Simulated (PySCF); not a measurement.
PySCF input for HNP, SMILES [NH+]#P, charge +1, ADC(3)/aug-cc-pVDZ. Coordinates come from a ωB97X-D3(BJ)/def2-TZVPD optimisation. The isomer is the one that the SMILES or the coordinates give; other isomers of the formula were not compared.

```python
import numpy as np
from pyscf import gto, scf, dft, adc

mol = gto.M(
    atom='''
    N     0.00000000    0.00000000    0.89997287
    P     0.00000000    0.00000000   -0.54760469
    H     0.00000000    0.00000000    1.91426023
    ''',
    basis='aug-cc-pVDZ',
    charge=1,
    spin=0,
    max_memory=1600,
    verbose=4,
)
mf = scf.RHF(mol)
mf.conv_tol = 1e-10
mf.max_cycle = 100
mf.kernel()
res = {}
for kind, nroots in (('ee', 6), ('ip', 6), ('ea', 2)):
    a = adc.ADC(mf).density_fit('aug-cc-pvdz-ri')
    a.method, a.method_type = 'adc(3)', kind
    e, v, p, x = a.kernel(nroots=nroots)
    res[kind] = (e * 27.211386245988, p)
for kind, (e, p) in res.items():
    print(kind, 'energies / eV', np.round(e, 3), 'strengths', np.round(p, 4))
```

Log of the run:

```
PySCF version 2.14.0

[INPUT] verbose = 4
[INPUT] num. atoms = 3
[INPUT] num. electrons = 22
[INPUT] charge = 1
[INPUT] spin (= nelec alpha-beta = 2S) = 0
[INPUT] symmetry False subgroup None
[INPUT] Mole.unit = angstrom
[INPUT] Symbol           X                Y                Z      unit          X                Y                Z       unit  Magmom
[INPUT]  1 N      0.000000000000   0.000000000000   0.899972870000 AA    0.000000000000   0.000000000000   1.700702243839 Bohr   0.0
[INPUT]  2 P      0.000000000000   0.000000000000  -0.547604690000 AA    0.000000000000   0.000000000000  -1.034822888627 Bohr   0.0
[INPUT]  3 H      0.000000000000   0.000000000000   1.914260230000 AA    0.000000000000   0.000000000000   3.617427565847 Bohr   0.0

nuclear repulsion = 45.2601631549869
number of shells = 21
number of NR pGTOs = 96
number of NR cGTOs = 59
basis = aug-cc-pVDZ
ecp = {}


[settings echo left out]
init E= -395.904092001502
  HOMO = -0.409000087227336  LUMO = -0.0511761251942966  gap/eV = 9.73689
cycle= 1 E= -395.430785658159  delta_E= 0.473  |g|= 0.299  |ddm|= 1.68
  HOMO = -0.812298673344172  LUMO = -0.262140495619294  gap/eV = 14.97057
cycle= 2 E= -395.466868881383  delta_E= -0.0361  |g|= 0.091  |ddm|= 0.445
  HOMO = -0.755793357565466  LUMO = -0.218454573042808  gap/eV = 14.62173
cycle= 3 E= -395.468631640243  delta_E= -0.00176  |g|= 0.0425  |ddm|= 0.105
  HOMO = -0.762733185264419  LUMO = -0.215849931501262  gap/eV = 14.88145
cycle= 4 E= -395.469093402852  delta_E= -0.000462  |g|= 0.0181  |ddm|= 0.0397
  HOMO = -0.76080858503566  LUMO = -0.216060318344892  gap/eV = 14.82336
cycle= 5 E= -395.469178384802  delta_E= -8.5e-05  |g|= 0.00179  |ddm|= 0.0185
  HOMO = -0.760908618024429  LUMO = -0.215976774380267  gap/eV = 14.82835
cycle= 6 E= -395.469180775752  delta_E= -2.39e-06  |g|= 0.000469  |ddm|= 0.00477
  HOMO = -0.760961728926978  LUMO = -0.215991316537672  gap/eV = 14.82940
cycle= 7 E= -395.469180910601  delta_E= -1.35e-07  |g|= 0.000161  |ddm|= 0.0011
  HOMO = -0.760950839754678  LUMO = -0.215990714769264  gap/eV = 14.82912
cycle= 8 E= -395.469180922441  delta_E= -1.18e-08  |g|= 2.19e-05  |ddm|= 0.000327
  HOMO = -0.760949610363774  LUMO = -0.21599116881648  gap/eV = 14.82907
cycle= 9 E= -395.469180922637  delta_E= -1.95e-10  |g|= 1.5e-06  |ddm|= 4.72e-05
  HOMO = -0.760949558182974  LUMO = -0.215991086017649  gap/eV = 14.82908
cycle= 10 E= -395.469180922638  delta_E= -1.48e-12  |g|= 2.36e-07  |ddm|= 4.46e-06
  HOMO = -0.760949529968766  LUMO = -0.215991070282236  gap/eV = 14.82908
Extra cycle  E= -395.469180922638  delta_E= 1.14e-13  |g|= 8.99e-08  |ddm|= 3.3e-07
converged SCF energy = -395.469180922638

******** <class 'pyscf.adc.radc.RADC'> ********
******** ADC Orbital Information ********
Number of Frozen Occupied Orbitals: 0
Number of Frozen Virtual Orbitals: 0
Number of Active Occupied Orbitals: 11
Number of Active Virtual Orbitals: 48
*****************************************
******** <class 'pyscf.df.df.DF'> ********
auxbasis = aug-cc-pvdz-ri
Reference correlation energy (doubles): -0.29723345
MP3 correlation energy of reference state (a.u.) = -0.29723345

******** <class 'pyscf.adc.radc_ee.RADCEE'> ********
max_space = 12
max_cycle = 50
conv_tol = 1e-08

*************************************************************
        ADC calculation summary (singlet states only)
*************************************************************
adc(3) root 0  |  Energy (Eh) =   0.2141420263  |  Energy (eV) =   5.82710134  |  Osc. strength = 0.00000000  |  conv = True
adc(3) root 1  |  Energy (Eh) =   0.2193290023  |  Energy (eV) =   5.96824615  |  Osc. strength = 0.00000000  |  conv = True
adc(3) root 2  |  Energy (Eh) =   0.2193290201  |  Energy (eV) =   5.96824663  |  Osc. strength = 0.00000000  |  conv = True
adc(3) root 3  |  Energy (Eh) =   0.3027836247  |  Energy (eV) =   8.23916209  |  Osc. strength = 0.07277167  |  conv = True
adc(3) root 4  |  Energy (Eh) =   0.3027836247  |  Energy (eV) =   8.23916209  |  Osc. strength = 0.07277167  |  conv = True
adc(3) root 5  |  Energy (Eh) =   0.3436493832  |  Energy (eV) =   9.35117602  |  Osc. strength = 0.31437157  |  conv = True

******** <class 'pyscf.adc.radc.RADC'> ********
******** ADC Orbital Information ********
Number of Frozen Occupied Orbitals: 0
Number of Frozen Virtual Orbitals: 0
Number of Active Occupied Orbitals: 11
Number of Active Virtual Orbitals: 48
*****************************************
******** <class 'pyscf.df.df.DF'> ********
auxbasis = aug-cc-pvdz-ri
Reference correlation energy (doubles): -0.29723345
MP3 correlation energy of reference state (a.u.) = -0.29723345

******** <class 'pyscf.adc.radc_ip.RADCIP'> ********
max_space = 12
max_cycle = 50
conv_tol = 1e-08

*************************************************************
        ADC calculation summary (doublet states only)
*************************************************************
adc(3) root 0  |  Energy (Eh) =   0.7622218880  |  Energy (eV) =  20.74111403  |  Spec. factor = 1.78778011  |  conv = True
adc(3) root 1  |  Energy (Eh) =   0.7622218892  |  Energy (eV) =  20.74111406  |  Spec. factor = 1.78778010  |  conv = True
adc(3) root 2  |  Energy (Eh) =   0.8024569069  |  Energy (eV) =  21.83596466  |  Spec. factor = 1.75278996  |  conv = True
adc(3) root 3  |  Energy (Eh) =   0.9819701215  |  Energy (eV) =  26.72076804  |  Spec. factor = 0.33585089  |  conv = True
adc(3) root 4  |  Energy (Eh) =   0.9996075576  |  Energy (eV) =  27.20070712  |  Spec. factor = 0.01451335  |  conv = True
adc(3) root 5  |  Energy (Eh) =   0.9996075576  |  Energy (eV) =  27.20070712  |  Spec. factor = 0.01451334  |  conv = True

******** <class 'pyscf.adc.radc.RADC'> ********
******** ADC Orbital Information ********
Number of Frozen Occupied Orbitals: 0
Number of Frozen Virtual Orbitals: 0
Number of Active Occupied Orbitals: 11
Number of Active Virtual Orbitals: 48
*****************************************
******** <class 'pyscf.df.df.DF'> ********
auxbasis = aug-cc-pvdz-ri
Reference correlation energy (doubles): -0.29723345
MP3 correlation energy of reference state (a.u.) = -0.29723345

******** <class 'pyscf.adc.radc_ea.RADCEA'> ********
max_space = 12
max_cycle = 50
conv_tol = 1e-08

*************************************************************
        ADC calculation summary (doublet states only)
*************************************************************
adc(3) root 0  |  Energy (Eh) =  -0.2446641698  |  Energy (eV) =  -6.65765117  |  Spec. factor = 1.83241357  |  conv = True
adc(3) root 1  |  Energy (Eh) =  -0.2446641698  |  Energy (eV) =  -6.65765117  |  Spec. factor = 1.83241357  |  conv = True
ee energies / eV [5.827 5.968 5.968 8.239 8.239 9.351] strengths [0.     0.     0.     0.0728 0.0728 0.3144]
ip energies / eV [20.741 20.741 21.836 26.721 27.201 27.201] strengths [1.7878 1.7878 1.7528 0.3359 0.0145 0.0145]
ea energies / eV [-6.658 -6.658] strengths [1.8324 1.8324]
```

Self-consistency was reached.
